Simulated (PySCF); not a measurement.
# Reading the logs of faulty runs: CGeH6N2

All numbers below are calculated, not measured. The program is PySCF 2.14.0, an open-source quantum chemistry code, run on an isolated molecule that a program drew, which may never have been made. The molecule is CGeH6N2 (charge 0, singlet), drawn as the SMILES string `C[NH][Ge][NH2]`.

Each row is a Hartree-Fock (HF) and frozen-core CCSD(T) single point in the cc-pVDZ basis, meant for a local HF minimum. Run 1 is clean. Each other run has one planted mistake out of seven kinds, and not every kind appears here: one electron removed, one electron added, multiplicity raised by two, geometry at a saddle point, minimal basis STO-3G, one bond length entered in bohr, all coordinates scaled. The reference is restricted for singlets and unrestricted otherwise, and also for a bond in bohr. Adding or removing an electron swaps singlet and doublet. Electrons count all cores. HOMO and LUMO are orbital energies over both spins, the gradient is its largest component, and the lowest frequency (negative if imaginary) is given only where the gradient is small. Bond lengths are over the 9 bonds as drawn. T1 is the CCSD diagnostic: over 0.02 (restricted) or 0.045 (unrestricted) a single reference is doubtful. Germanium has the cc-pVDZ-PP basis, with a core potential (ECP10MDF) in place of its 10 inner electrons, and its 3s, 3p and 3d shells are frozen in CCSD(T).

Geometry of the clean run:
```xyz
10
CGeH6N2, angstrom
C    -2.3398   -0.3967   -0.1590
N    -1.1346   -0.7659    0.5506
Ge    0.5088   -0.9962   -0.2099
N     1.4252   -1.4311    1.3063
H    -2.1208   -0.2747   -1.2221
H    -2.7578    0.5511    0.1972
H    -3.1219   -1.1588   -0.0741
H    -1.2777   -0.8910    1.5360
H     1.0599   -1.5015    2.2381
H     2.4054   -1.6365    1.2778
```

| run | electrons | basis functions | <S^2> | HOMO (eV) | LUMO (eV) | gradient (hartree/bohr) | lowest frequency (cm^-1) | mean bond (Å) | longest bond (Å) | T1 | HF (hartree) | CCSD(T) (hartree) | mistake |
|---|---|---|---|---|---|---|---|---|---|---|---|---|---|
| 1 | 58 | 95 | 0.000 | -9.17 | 2.63 | 4.5e-05 | 132 | 1.2653 | 1.825 | 0.0155 | -443.66191 | -444.29247 | no fault |
| 2 | 59 | 95 | 0.766 | 1.31 | 9.08 | 6.8e-02 | - | 1.2653 | 1.825 | 0.0130 | -443.58886 | -444.22023 | one electron added |
| 3 | 58 | 95 | 2.037 | -4.50 | 0.49 | 1.0e-01 | - | 1.2653 | 1.825 | 0.0464 | -443.53052 | -444.12955 | multiplicity raised by two |
| 4 | 57 | 95 | 0.782 | -14.97 | -5.66 | 9.7e-02 | - | 1.2653 | 1.825 | 0.0377 | -443.39202 | -443.99155 | one electron removed |
| 5 | 58 | 95 | 0.000 | -9.39 | 2.19 | 4.8e-02 | - | 1.3375 | 1.929 | 0.0187 | -443.63349 | -444.27968 | ? |

**Which mistake was planted in run 5, and what did it cost?**

The mean and the longest bond both change by the same factor, 1.057, and the gradient is no longer small. So the mistake is: all coordinates scaled. Subtracting run 1 and multiplying by 627.51 kcal/mol a hartree, the energy moved by 17.8 kcal/mol in HF and 8.0 kcal/mol in CCSD(T).

Cautions from the logs. Run 2: the HOMO is above zero, so the electron isn't bound and the energy depends on the basis; run 3: T1 is over the limit, so its CCSD(T) energy is less reliable.
